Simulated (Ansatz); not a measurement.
This geometry of CH5Sb (7 atoms, charge 0, multiplicity 1) is a first-order saddle point.

Method: Ansatz, RKS PBE0/def2-SVP.

```xyz
7
Properties=species:S:1:pos:R:3
C -0.572 -0.522 -0.432
Sb 0.879 0.035 1.105
H -0.930 -1.542 -0.234
H -1.422 0.172 -0.421
H -0.099 -0.491 -1.422
H 0.201 1.589 1.372
H 2.003 0.691 -0.014
```

**Question.** Which two structures does it join? (They come from a converged band through this point; their orientation in space is the band's.)

**Answer.** No bond is made or broken. The dihedral H4–C1–Sb2–H7 goes from -166 to -46°. The two ends are copies of one structure, up to a mirror image or an exchange of like atoms.

Image 0:

```xyz
7
Properties=species:S:1:pos:R:3
C -0.612 -0.480 -0.406
Sb 0.675 0.181 1.221
H -0.442 -1.552 -0.578
H -1.660 -0.332 -0.110
H -0.408 0.078 -1.328
H 0.414 1.850 0.904
H 2.094 0.187 0.252
```

Image 6:

```xyz
7
Properties=species:S:1:pos:R:3
C -0.542 -0.517 -0.461
Sb 1.087 -0.034 0.901
H -1.295 -1.104 0.083
H -1.004 0.392 -0.865
H -0.145 -1.127 -1.284
H 0.192 1.177 1.728
H 1.767 1.145 -0.148
```

**Question.** How far does it lie above each of them?

**Answer.** 3.9 kJ/mol above the first and 3.9 kJ/mol above the second. This is the barrier of this one path; another mechanism may lie lower.

The run took 78 s on 1 CPU thread of a shared host.
